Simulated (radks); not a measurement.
Initial-state core-level shifts of neutral erbium when its valence configuration changes from [Xe] 4f12 6s2. All-electron calculation, scalar-relativistic Kohn-Sham, r2SCAN, spin-polarised, spherical densities, finite nucleus; open shells are filled with parallel spins first (spin-orbit coupling, left out, can overturn this in heavy ions); meta-GGA in the generalised Kohn-Sham scheme; Fermi nuclear charge, rms radius 5.2516 fm. Program: a radial shooting solver on a logarithmic mesh with Libxc functionals. Shifts are changes of the shell-averaged eigenvalues in eV (positive: less bound); the change of the density at the nucleus, which sets a Mossbauer isomer shift, is in e/bohr^3, on a base of 9.193e+05.

| valence | 1s | 3p | 4p | 5p | density at nucleus |
|---|---|---|---|---|---|
| 4f12 5d1 6s1 | +0.808 | +0.831 | +0.857 | +0.890 | -30.24 |
| 4f10 6s2 6p2 | -21.208 | -24.050 | -22.903 | -13.013 | +131.82 |
| 4f11.5 6s2 6p0.5 | -4.701 | -5.257 | -5.104 | -3.186 | +27.38 |
| 4f11 5d1 6s2 | -6.632 | -7.843 | -7.416 | -3.281 | +43.53 |
| 4f11.5 5d0.5 6s2 | -3.249 | -3.805 | -3.631 | -1.719 | +21.12 |
| 4f11 6s2 6p1 | -9.860 | -11.087 | -10.695 | -6.440 | +59.26 |
| 4f9 6s2 6p3 | -33.694 | -38.462 | -36.167 | -19.611 | +212.14 |
| 4f12 6s1 6p1 | -1.171 | -1.142 | -1.154 | -1.211 | -27.98 |
| 4f12 5d0.5 6s1.5 | +0.408 | +0.421 | +0.435 | +0.450 | -16.75 |
